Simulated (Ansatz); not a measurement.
Start from `C=C([SiH3])SS` and change one atom or group to get `C=C(O)SS`.

Ansatz, PBE0-D4/def2-TZVP geometries, multiplicity 1. Each molecule was computed in one conformer, which needn't be the lowest.

| property | `C=C([SiH3])SS` |
| --- | --- |
| LUMO energy (ωB97M-V/def2-TZVPP) / eV | 1.15 |
| HOMO–LUMO gap (PBE0/def2-TZVPP) / eV | 5.87 |
| HOMO–LUMO gap (B3LYP/def2-TZVPP) / eV | 5.43 |
| LUMO energy (PBE/def2-TZVPP) / eV | -1.92 |
| HOMO energy (ωB97M-V/def2-TZVPP) / eV | -8.88 |
| size of the dipole moment (B3LYP/def2-TZVPP) / D | 1.07 |

Question: What does the change do to each property? (Best estimate.)

Answer: The calculation gave: 
```csv
property,`C=C(O)SS`,shift
LUMO energy (ωB97M-V/def2-TZVPP) / eV,0.94,-0.21
HOMO–LUMO gap (PBE0/def2-TZVPP) / eV,5.47,-0.40
HOMO–LUMO gap (B3LYP/def2-TZVPP) / eV,5.03,-0.40
LUMO energy (PBE/def2-TZVPP) / eV,-2.13,-0.21
HOMO energy (ωB97M-V/def2-TZVPP) / eV,-8.77,0.11
size of the dipole moment (B3LYP/def2-TZVPP) / D,1.53,0.46
```

With PBE0 the HOMO rises by 0.17 eV and the LUMO falls by 0.23 eV, so the gap narrows by about 0.40 eV. PBE moves the HOMO by 0.22 eV and ωB97M-V by 0.11 eV. Dipoles are sizes alone; their direction can turn.

B3LYP here is the variant with VWN-RPA as its local correlation; programs differ in this.
